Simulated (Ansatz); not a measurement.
Ga₃N₃. Total charge 0; singlet. Geometry B3LYP-D4/def2-SVP; atoms count from 1.

```tsv
atom	x (Å)	y (Å)	z (Å)
Ga1	0.855	0.208	1.218
Ga2	0.424	0.573	-1.323
Ga3	-1.280	-0.781	0.105
N4	1.731	1.056	-0.142
N5	-1.156	-0.282	-1.647
N6	-0.574	-0.774	1.789
```

The structure comes from a short search, and lower isomers may exist.

Q: Estimate the Mulliken populations from the PBE0/def2-TZVP orbitals of Ansatz.

A: 
| atom | charge (e) |
| --- | --- |
| Ga1 | 0.44 |
| Ga2 | 0.44 |
| Ga3 | 0.44 |
| N4 | -0.44 |
| N5 | -0.44 |
| N6 | -0.44 |
Mulliken values depend strongly on the basis.

Q: And the Mayer bond orders between heavy atoms (over 0.3)?

A: Ga1–N4 1.42 (1.83 Å); Ga1–N6 1.42 (1.83 Å); Ga2–N4 1.42 (1.83 Å); Ga2–N5 1.42 (1.83 Å); Ga3–N5 1.42 (1.83 Å); Ga3–N6 1.42 (1.83 Å).
